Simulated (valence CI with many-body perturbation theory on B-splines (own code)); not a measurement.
**Se XXIX: E2, M1, M2 decay**

Level of theory: valence CI with perturbative core correlation (CI+MBPT): four valence electrons over a frozen Dirac-Fock core [He], a basis of 11 s, 11 p, 9 d, 7 f, 5 g, 2 h, 1 i functions for each j, with the one-electron correlation potential Σ1 (screened to all orders), the two-electron term Σ2, the three-electron term Σ3, Breit, model QED; selected single and double excitations, second order for the rest (own B-spline code, finite nucleus).

The last digits are not significant, and no measured levels were compared; by estimate large intervals hold to a few tenths of a per cent, small ones and those within an open d or f shell to about a per cent. Among the levels kept, up to 280 cm⁻¹ of a level comes from second order outside the variational space, and about a tenth of that is noise between levels of different J, which matters for small intervals.

Lines 1 to 37 of 37 in falling wavelength, among levels below 16165 × 10³ cm⁻¹, chosen from the decays that carry over 1 % of a level's rate. Wavelengths and rates use the calculated energies. Electric multipoles are in the length gauge, E1 and E2 with the static RPA response of the core. Weak lines are less certain than strong ones. Lines between different terms over intervals too small for the method are left out, as are lines whose strength nearly cancels. The highest levels of a list are the least certain.

Levels are named by their leading jj configuration (3d3/2^4 stands for four electrons in 3d with j = 3/2), which in mixed levels can hold well under half, so a name can repeat and another be missing. Letters in brackets count levels of one name in rising energy.

| λ vac (nm) | Upper | Lower | Type | A (s⁻¹) | Branch % |
| --- | --- | --- | --- | --- | --- |
| 133.0 | (2s^2 2p1/2 2p3/2) J=2 | (2s^2 2p1/2 2p3/2) J=1 | M1 | 3.03e+03 | 97.1 |
| 33.49 | (2s^2 2p1/2 2p3/2) J=1 | (2s^2 2p1/2^2) J=0 | M1 | 3.87e+05 | 100.0 |
| 28.14 | (2s^2 2p3/2^2) J=2 | (2s^2 2p1/2 2p3/2) J=2 | M1 | 4.52e+05 | 47.0 |
| 26.75 | (2s^2 2p1/2 2p3/2) J=2 | (2s^2 2p1/2^2) J=0 | E2 | 9.08e+01 | 2.9 |
| 23.22 | (2s^2 2p3/2^2) J=2 | (2s^2 2p1/2 2p3/2) J=1 | M1 | 5.09e+05 | 52.9 |
| 16.40 | (2s^2 2p3/2^2) J=0 | (2s^2 2p1/2 2p3/2) J=1 | M1 | 2.32e+06 | 99.9 |
| 0.7557 | (2s^2 2p3/2 3d5/2) J=4 | (2s 2p3/2^3) J=2 | E2 | 7.63e+07 | 2.6 |
| 0.7390 | (2s^2 2p3/2 3d5/2) J=4 | (2s 2p1/2 2p3/2^2) J=2 [b] | E2 | 1.56e+08 | 5.4 |
| 0.7255 | (2s^2 2p3/2 3d5/2) J=4 | (2s 2p1/2 2p3/2^2) J=3 | E2 | 8.21e+07 | 2.8 |
| 0.7200 | (2s^2 2p3/2 3d5/2) J=4 | (2s 2p1/2 2p3/2^2) J=2 [a] | E2 | 5.63e+07 | 2.0 |
| 0.7142 | (2s 2p3/2^2 3p3/2) J=4 | (2s 2p3/2^3) J=2 | E2 | 1.45e+09 | 4.2 |
| 0.7096 | (2s 2p1/2 2p3/2 3p3/2) J=3 [a] | (2s 2p1/2 2p3/2^2) J=2 [a] | E2 | 1.86e+09 | 5.8 |
| 0.7089 | (2s 2p1/2 2p3/2 3p3/2) J=4 | (2s 2p1/2 2p3/2^2) J=3 | E2 | 2.23e+09 | 10.7 |
| 0.7074 | (2s^2 2p1/2 3p1/2) J=1 | (2s^2 2p1/2 2p3/2) J=2 | E2 | 1.04e+10 | 8.5 |
| 0.7037 | (2s^2 2p1/2 3p1/2) J=1 | (2s^2 2p1/2 2p3/2) J=1 | E2 | 9.84e+09 | 8.0 |
| 0.7028 | (2s^2 2p3/2 3p1/2) J=2 | (2s^2 2p3/2^2) J=2 | E2 | 1.24e+10 | 2.8 |
| 0.7016 | (2s^2 2p1/2 3p1/2) J=0 | (2s^2 2p1/2 2p3/2) J=2 | E2 | 1.64e+10 | 2.5 |
| 0.7008 | (2s^2 2p3/2 3p3/2) J=3 | (2s^2 2p3/2^2) J=2 | E2 | 5.70e+09 | 3.3 |
| 0.7004 | (2s^2 2p3/2 3p3/2) J=1 | (2s^2 2p3/2^2) J=2 | E2 | 6.40e+09 | 2.2 |
| 0.6997 | (2s^2 2p1/2 3p3/2) J=2 | (2s^2 2p1/2 2p3/2) J=2 | E2 | 6.74e+09 | 3.4 |
| 0.6993 | (2s 2p3/2^2 3p3/2) J=4 | (2s 2p1/2 2p3/2^2) J=2 [b] | E2 | 1.03e+09 | 3.0 |
| 0.6990 | (2s^2 2p3/2 3d5/2) J=4 | (2s 2p1/2^2 2p3/2) J=2 | E2 | 6.49e+07 | 2.3 |
| 0.6967 | (2s^2 2p1/2 3p3/2) J=1 | (2s^2 2p1/2 2p3/2) J=1 | E2 | 5.50e+09 | 1.0 |
| 0.6960 | (2s^2 2p1/2 3p3/2) J=2 | (2s^2 2p1/2 2p3/2) J=1 | E2 | 3.22e+09 | 1.6 |
| 0.6953 | (2s 2p1/2 2p3/2 3d5/2) J=5 | (2s 2p1/2 2p3/2^2) J=3 | M2 | 1.21e+08 | 5.5 |
| 0.6912 | (2s^2 2p3/2 3p3/2) J=0 | (2s^2 2p3/2^2) J=2 | E2 | 2.54e+10 | 2.3 |
| 0.6892 | (2s 2p1/2 2p3/2 3p3/2) J=3 [a] | (2s 2p1/2^2 2p3/2) J=2 | E2 | 9.75e+09 | 30.6 |
| 0.6873 | (2s 2p3/2^2 3p3/2) J=4 | (2s 2p1/2 2p3/2^2) J=3 | E2 | 8.72e+09 | 25.5 |
| 0.6862 | (2s^2 2p3/2 3d5/2) J=4 | (2s^2 2p3/2^2) J=2 | M2 | 1.16e+08 | 4.0 |
| 0.6860 | (2s 2p1/2 2p3/2 3p3/2) J=0 [b] | (2s 2p1/2 2p3/2^2) J=2 [a] | E2 | 7.49e+09 | 1.4 |
| 0.6837 | (2s^2 2p3/2 3p3/2) J=3 | (2s^2 2p1/2 2p3/2) J=2 | E2 | 6.57e+09 | 3.9 |
| 0.6835 | (2s 2p1/2 2p3/2 3p3/2) J=4 | (2s 2p1/2^2 2p3/2) J=2 | E2 | 1.27e+10 | 60.7 |
| 0.6834 | (2s^2 2p3/2 3p3/2) J=1 | (2s^2 2p1/2 2p3/2) J=2 | E2 | 5.14e+09 | 1.8 |
| 0.6823 | (2s 2p3/2^2 3p3/2) J=4 | (2s 2p1/2 2p3/2^2) J=2 [a] | E2 | 7.47e+09 | 21.9 |
| 0.6819 | (2s^2 2p1/2 3p3/2) J=2 | (2s^2 2p1/2^2) J=0 | E2 | 8.58e+09 | 4.3 |
| 0.6802 | (2s^2 2p3/2 3p3/2) J=3 | (2s^2 2p1/2 2p3/2) J=1 | E2 | 6.35e+09 | 3.7 |
| 0.6443 | (2s 2p1/2 2p3/2 3d3/2) J=4 | (2s^2 2p1/2 2p3/2) J=2 | E2 | 6.13e+09 | 2.1 |
